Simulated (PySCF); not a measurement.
PySCF job for C3H3N2, SMILES C1N=C[N]C=1, multiplicity 2, PBE0/pcH-1. The structure is a stationary point at PBE-D3(BJ)/def2-SVP. The isomer is the one that the SMILES or the coordinates give; other isomers of the formula were not compared.

```python
import numpy as np
from pyscf import gto, scf, dft
from pyscf.prop.hfc import uks as hfc
from pyscf.prop.gtensor import uks as gtensor

mol = gto.M(
    atom='''
    C    -0.00000000   -0.74219638   -0.87888037
    C     0.00000000    0.74219674   -0.87888008
    N    -0.00000000    1.17374469    0.37475334
    C     0.00000000   -0.00000022    1.09872034
    N     0.00000000   -1.17374485    0.37475287
    H    -0.00000000   -1.42105682   -1.74614937
    H     0.00000000    1.42105751   -1.74614880
    H     0.00000000   -0.00000044    2.19999535
    ''',
    basis='pcH-1',
    charge=0,
    spin=1,
    max_memory=1600,
    verbose=3,
)
mf = dft.UKS(mol, xc='pbe0').density_fit(auxbasis='def2-universal-jkfit')
mf.grids.level = 3
mf.conv_tol = 1e-10
mf.max_cycle = 100
mf.kernel()
fine, coarse = mf.grids, dft.Grids(mol).set(level=1).build(with_non0tab=True)
for _ in range(3):  # follow internal instabilities
    mf.grids = coarse
    mo, _, stable, _ = mf.stability(return_status=True, nroots=4)
    mf.grids = fine
    if stable:
        break
    mf.kernel(mf.make_rdm1(mo, mf.mo_occ))
A = hfc.HFC(mf).make_fcdip(mf.make_rdm1())  # Fermi contact and dipolar terms, MHz
print('atom   A(iso)/MHz   principal dipolar parts/MHz')
for i, a in enumerate(A):
    w = np.linalg.eigvalsh((a + a.T) / 2)
    print(f'{mol.atom_symbol(i):2s}{i + 1:3d} {w.mean():12.2f}', (w - w.mean()).round(2))
gt = gtensor.GTensor(mf)
gt.dia_soc2e, gt.para_soc2e, gt.so_eff_charge = None, None, True
gt.max_cycle_cphf = 60
g = gt.kernel()
```

It prints:

```

WARN: HOMO -0.226777818584118 >= LUMO -0.226777818584118

converged SCF energy = -225.301646607219  <S^2> = 0.77266577  2S+1 = 2.0225388
<class 'pyscf.df.df_jk.DFUKS'> wavefunction is stable in the internal stability analysis
atom   A(iso)/MHz   principal dipolar parts/MHz
C   1        26.76 [-32.62 -29.85  62.47]
C   2        26.76 [-32.62 -29.85  62.47]
N   3        -5.68 [-6.8   3.09  3.7 ]
C   4        63.97 [-46.15 -43.21  89.36]
N   5        -5.68 [-6.8   3.09  3.7 ]
H   6       -32.53 [-15.73  -2.61  18.34]
H   7       -32.53 [-15.73  -2.61  18.34]
H   8       -44.55 [-21.19  -2.33  23.52]
SOC(1e)/OZ [ 0.00016147  0.00061994 -0.00053716]
free electron g 2.00231930436182
g-tensor total [2.0023764  2.00285071 2.00175065]
g-shift (ppt) [ 0.05709719  0.53140343 -0.56865409]
```

Self-consistency was reached.

Cost: very roughly 2.3 core-minutes.
